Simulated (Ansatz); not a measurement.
Start from `C=C(S)Cl` and change one atom or group to get `BSC(=C)Cl`.

Ansatz, PBE0-D4/def2-TZVP geometries, multiplicity 1. Each molecule was computed in one conformer, which needn't be the lowest.

| property | `C=C(S)Cl` |
| --- | --- |
| size of the dipole moment (B3LYP/def2-TZVPP) / D | 0.66 |
| HOMO–LUMO gap (PBE0/def2-TZVPP) / eV | 6.42 |
| zero-point energy (PBE0-D4/def2-TZVP) / kJ/mol | 111.6 |
| HOMO energy (B3LYP/def2-TZVPP) / eV | -6.78 |
| HOMO–LUMO gap (PBE/def2-TZVPP) / eV | 4.33 |
| HOMO energy (PBE/def2-TZVPP) / eV | -5.88 |

Problem. Give the same properties after the change, and the shifts. (An estimate is asked.)

Solution. Computed: 
```csv
property,`BSC(=C)Cl`,shift
size of the dipole moment (B3LYP/def2-TZVPP) / D,1.16,0.50
HOMO–LUMO gap (PBE0/def2-TZVPP) / eV,5.80,-0.62
zero-point energy (PBE0-D4/def2-TZVP) / kJ/mol,147.3,35.7
HOMO energy (B3LYP/def2-TZVPP) / eV,-7.15,-0.37
HOMO–LUMO gap (PBE/def2-TZVPP) / eV,3.85,-0.48
HOMO energy (PBE/def2-TZVPP) / eV,-6.35,-0.47
```

With PBE0 the HOMO falls by 0.37 eV and the LUMO falls by 0.99 eV, so the gap narrows by about 0.62 eV. PBE moves the HOMO by -0.47 eV and ωB97M-V by -0.32 eV. The zero-point energy changes by 35.7 kJ/mol with +6 modes. Dipoles are sizes alone; their direction can turn.

B3LYP here is the variant with VWN-RPA as its local correlation; programs differ in this.
